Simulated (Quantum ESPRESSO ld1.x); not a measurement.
Results of a calculation; reference values are marked as such.
These are the eigenvalues of the occupied orbitals of an atom or ion with whole-number occupations (eV). Level of theory: Dirac Kohn-Sham, PW91, spin-unpolarised, spherical densities, point nucleus (ld1.x of Quantum ESPRESSO 7.5).

orbital  eigenvalue
1s1/2      -58120.2
2s1/2      -10433.9
2p1/2      -9975.40
2p3/2      -9058.64
3s1/2      -2961.98
3p1/2      -2762.13
3p3/2      -2567.76
3d3/2      -2227.59
3d5/2      -2185.11
4s1/2      -1160.65
4p1/2      -1078.26
4p3/2      -1025.46
4d3/2      -889.225
4d5/2      -878.381

Which element is it, and in what charge state? The configuration may be excited. Open shells, if any, fill j = l - 1/2 first.

Answer. Z = 68, erbium, charge +25: Er25+ in [Kr] 4d7. The list shows which subshells hold electrons but not how many an open one holds; the 1s level, -2135.9 hartree, gives Z - s = 65.4 by -(Z - s)^2/2, which with screening and relativity narrows Z to a few neighbours, and the depths of the outer levels then fix element, charge and occupations together.
